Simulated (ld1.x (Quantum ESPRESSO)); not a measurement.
Scattering properties, TM potential for platinum (Pt)

Pt (Z = 78), norm-conserving Troullier–Martins (Kleinman–Bylander form), made with ld1.x (Quantum ESPRESSO) 7.5 (PBEsol, scalar-relativistic). Core [Kr] 4d10 4f14 5s2, reference 5p6 5d9.5 6s0.5 6p0. Waves: 5p (bound): rc 1.20 bohr; 5d (bound): rc 2.15 bohr; 6s (bound): rc 2.50 bohr. Local part: the s channel. Core correction: a·sin(br)/r model core inside 0.80 bohr.

The phase is arctan(r·u′/u) with u = r·R(r), unwrapped; energies in Ry, scanned from -6 to 5 Ry. A pole is an energy at which the radial function vanishes at the test radius. The pseudo phase is shifted by a multiple of π to meet the all-electron one at the reference energy, and phase errors are pseudo minus all-electron; the curves can meet again beyond the range given. Levels narrower than the energy grid can be missing from the lists of poles.

For each channel, where are the poles, and over which energies does the pseudopotential scatter like the atom?

| channel | radius (bohr) | reference energy (Ry) | poles, all-electron | poles, pseudo | unbroken range about the reference energy with phases within 0.05 rad | phase error 1 Ry above the reference energy (rad) |
| --- | --- | --- | --- | --- | --- | --- |
| s | 2.68 | -0.39 | 1.51 | 1.41 | below 2.7 | -0.006 |
| p | 2.68 | -4.03 | -4.00, 3.14 | -4.00, 4.59 | below -0.7 | +0.003 |
| d | 2.68 | -0.39 | -0.03 | -0.03 | below 1.4 | +0.013 |

Phases in the p channel:

```tsv
E (Ry)	all-electron	pseudo
-6.00	1.409	1.409
-5.74	1.404	1.404
-5.48	1.399	1.399
-5.22	1.393	1.393
-4.96	1.385	1.386
-4.70	1.375	1.376
-4.44	1.357	1.359
-4.18	1.287	1.289
-3.92	-1.686	-1.685
-3.66	-1.746	-1.744
-3.40	-1.766	-1.764
-3.14	-1.780	-1.777
-2.88	-1.794	-1.790
-2.62	-1.808	-1.803
-2.36	-1.823	-1.817
-2.10	-1.841	-1.833
-1.84	-1.862	-1.851
-1.58	-1.887	-1.872
-1.32	-1.919	-1.898
-1.06	-1.961	-1.931
-0.80	-2.016	-1.971
-0.54	-2.096	-2.025
-0.28	-2.218	-2.099
-0.02	-2.420	-2.206
0.24	-2.774	-2.371
0.50	-3.319	-2.636
0.76	-3.836	-3.044
1.02	-4.156	-3.526
1.28	-4.339	-3.910
1.54	-4.452	-4.154
1.80	-4.527	-4.306
2.06	-4.582	-4.407
2.32	-4.623	-4.477
2.58	-4.657	-4.529
2.84	-4.685	-4.569
3.10	-4.709	-4.601
3.36	-4.731	-4.628
3.62	-4.751	-4.650
3.88	-4.770	-4.669
4.14	-4.790	-4.686
4.40	-4.809	-4.702
4.66	-4.830	-4.716
4.92	-4.853	-4.729
```
